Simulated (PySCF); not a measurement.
Highest harmonic wavenumber (cm⁻¹) of eight silicon and germanium compounds: PBE-D3(BJ) beside B3LYP-D3(BJ), computed with PySCF for isolated molecules in the bases named; differences from unrounded values. The eight are the first of their class met in an unordered collection, after screening for sound electronic states; none was chosen by its value. Each level has its own optimised geometry.

```tsv
molecule	basis	B3LYP-D3(BJ)
CH₆ClFOSi₂, SMILES C[SiH2][Si@](O)(F)Cl	def2-SVP	3850
H5O3PSi, SMILES O[Si](O)(O)P	def2-SVP	3878
Ge(F)3(SeH) (F3GeHSe), SMILES [F][Ge]([F])([F])[SeH]	def2-SVP	2405
FH5O2Si2, SMILES O[Si](O)(F)[SiH3]	def2-SVP	3875
BH₇OSi₂, SMILES OB([SiH3])[SiH3]	def2-SVP	3780
CH7FOSi2, SMILES C[Si@@H](F)O[SiH3]	def2-SVP	3127
Ge(F)(Cl)2(NH2) (Cl2FGeH2N), SMILES [NH2][Ge]([F])([Cl])[Cl]	def2-SVP	3638
CH4N2OSi, SMILES N#CO[SiH2]N	def2-SVP	3674
```

Task: Estimate the PBE-D3(BJ) values and say how PBE-D3(BJ) differs from B3LYP-D3(BJ) over the set. (Estimate from the structure and the level; the computed values follow.)

Result: 
```json
[
 {"molecule": "CH₆ClFOSi₂, SMILES C[SiH2][Si@](O)(F)Cl", "PBE-D3(BJ)": "3739", "difference": "-111"},
 {"molecule": "H5O3PSi, SMILES O[Si](O)(O)P", "PBE-D3(BJ)": "3768", "difference": "-110"},
 {"molecule": "Ge(F)3(SeH) (F3GeHSe), SMILES [F][Ge]([F])([F])[SeH]", "PBE-D3(BJ)": "2355", "difference": "-50"},
 {"molecule": "FH5O2Si2, SMILES O[Si](O)(F)[SiH3]", "PBE-D3(BJ)": "3766", "difference": "-109"},
 {"molecule": "BH₇OSi₂, SMILES OB([SiH3])[SiH3]", "PBE-D3(BJ)": "3660", "difference": "-120"},
 {"molecule": "CH7FOSi2, SMILES C[Si@@H](F)O[SiH3]", "PBE-D3(BJ)": "3083", "difference": "-44"},
 {"molecule": "Ge(F)(Cl)2(NH2) (Cl2FGeH2N), SMILES [NH2][Ge]([F])([Cl])[Cl]", "PBE-D3(BJ)": "3547", "difference": "-91"},
 {"molecule": "CH4N2OSi, SMILES N#CO[SiH2]N", "PBE-D3(BJ)": "3605", "difference": "-68"}
]
```
PBE-D3(BJ) lies below B3LYP-D3(BJ) in 8 and above it in 0 of the eight; the mean signed difference is -88 and the largest -120 cm⁻¹.
